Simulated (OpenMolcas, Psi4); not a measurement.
# GeCl2 (germanium dichloride): methods side by side

GeCl2 has 3 atoms, charge 0, and is taken as a singlet. SMILES: `Cl[Ge]Cl`. Geometry: relaxed at PBE0-D4/def2-TZVP.

```xyz
3

Cl   -0.0654   -1.6817    0.4227
Ge   -0.4212    0.0672   -0.8320
Cl    0.4866    1.6145    0.4093
```

Each level gives the energy change with the Cl1–Ge2 bond stretched from 2.182 to 3.927 Å (eV). The values are calculated.

```csv
level,kind,program,value (eV),CPU time (all runs)
HF/aug-cc-pVDZ (restricted),Hartree–Fock,OpenMolcas,3.39,28 s
BLYP/aug-cc-pVDZ (restricted),GGA,OpenMolcas,2.49,70 s
PBE/aug-cc-pVDZ (restricted),GGA,OpenMolcas,2.79,71 s
revPBE/aug-cc-pVDZ (restricted),GGA,Psi4,2.66,3.9 min
M06-L/aug-cc-pVDZ (restricted),meta-GGA,OpenMolcas,2.93,92 s
r2SCAN/aug-cc-pVDZ (restricted),meta-GGA,OpenMolcas,3.08,98 s
B3LYP/aug-cc-pVDZ (restricted),global hybrid,OpenMolcas,2.90,65 s
PBE0/aug-cc-pVDZ (restricted),global hybrid,OpenMolcas,3.23,61 s
```

All-electron rows without a relativistic Hamiltonian named are non-relativistic. The first shape isn't each level's own minimum. The values span 2.49 to 3.39 eV. Times are those of the runs behind each value, whatever else they computed, on shared processors of several kinds: orders of magnitude only.
